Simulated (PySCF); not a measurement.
SMILES [OH][GeH2][OH] (H4GeO2), PBE0/def2-SVP optimised geometry. Atoms within 1.6 Å of the plane z = 0.0 Å (x, y, z in Å): Ge1 (-0.79, -0.30, 0.00), O2 (0.99, -0.30, 0.00), O3 (-1.40, -1.13, -1.44), H4 (-1.15, 1.19, 0.00), H5 (-1.36, -1.12, 1.16), H6 (1.36, -1.19, 0.06).

Level of theory: PySCF with PBE0/def2-TZVP. Cells within 0.4 Å of a nucleus heavier than hydrogen are left out (blank, or x).

Map of the deformation density (molecule minus spherical neutral atoms) (e/bohr³) on the plane z = 0.0 Å:

```
|22222222222222222222222222222|
|22222222222222222222222222222|
|22222222222222222222222222222|
|22222222222222222222222222222|
|22222222111112222222222222222|
|22222211111111122222222222222|
|22222111111111111222222222222|
|22221111111111111122222222222|
|22221111122221111112222222222|
|22211112255322111111222222222|
|22111122477532111112222222222|
|22111122466532111112222222222|
|21111112344321111122222222222|
|21111111221111122234322222222|
|2111111111xx01233xxx422222222|
|2111111111xxx0255xxx321112222|
|2111111111xxx1254xxx211111222|
|21111111111111233137521111222|
|21111111111111122369511111122|
|22111111111111111235200111122|
|22111111111111111110000111222|
|22211111111111111100001111222|
|22211111111111111111111111222|
|22221111111111111111111112222|
|22222111111111111111111122222|
|22222221111111111111112222222|
|22222222222222222222222222222|
|22222222222222222222222222222|
|22222222222222222222222222222|
```
Scale: ten equal steps from -0.024 (start of '0') to 0.095 (end of '9'), in the order '0123456789'; x runs from -3.50 to 3.50, y from -3.50 (bottom) to 3.50 (top).
